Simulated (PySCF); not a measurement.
Input file for PySCF: R-B3LYP/3-21G on CHClO (a complex), monomers drawn apart or pushed together.

```python
from pyscf import gto, scf, dft, mp
from pyscf.data.elements import chemcore

mol = gto.M(
    atom='''
    Cl    0.24016077   -0.09515925   -0.23457402
    H     0.16915649   -0.10686259    1.05121223
    C    -0.04004522   -0.14753345    5.16163035
    O    -0.09921804   -0.15666017    6.28269561
    ''',
    basis='3-21g',
    charge=0, spin=0, verbose=3, max_memory=1800)
mf = dft.RKS(mol, xc='b3lyp')
mf.conv_tol = 1e-8
mf.max_cycle = 100
mf.kernel()
if not mf.converged:
    mf = mf.newton().run(mf.mo_coeff, mf.mo_occ)
```

### Question
What total energy does the run end on?

### Answer
-571.2593 hartree.
